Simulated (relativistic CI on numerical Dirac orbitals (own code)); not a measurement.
## Mo⁶⁺: L2,3 absorption edge

Computed with this model: Dirac-Coulomb-Breit CI, KLI orbitals optimised for each configuration, model QED, valence Slater integrals scaled by 0.8, multiplet model of core-to-valence dipole absorption; configurations [Ar] 3d10 4s2 4p6 → [He] 2s2 2p5 3s2 3p6 3d10 4s2 4p6 4d; 300 K; Lorentzian 1.6 eV and Gaussian 0.5 eV FWHM. Energies are those of the free ion, without screening or charge transfer. The branching ratio is the share of the lower-energy edge in the whole absorption, uncertain by about 0.02 where the edges overlap. S is read from ⟨S²⟩ = S(S + 1).

free ion: ground-state S = 0.00, centroid 2569.67 eV, branching ratio 0.678. Peaks (eV, height): 2536.0 (100), 2640.2 (48).

The statistical ratio of this edge is 2/3 = 0.667. Values above it arise where the holes sit mainly in the j = l + 1/2 valence subshell or the ground state has high spin; values below it where core-valence Coulomb terms move weight to the upper edge, as in nearly empty shells. At deep edges of heavy elements the radial integrals of the two core levels differ, which raises the baseline.

Strongest unbroadened transitions for free ion:

```
Energy (eV)  Relative strength
    2534.34                0.1
    2536.12              100.0
    2640.25               47.6
```
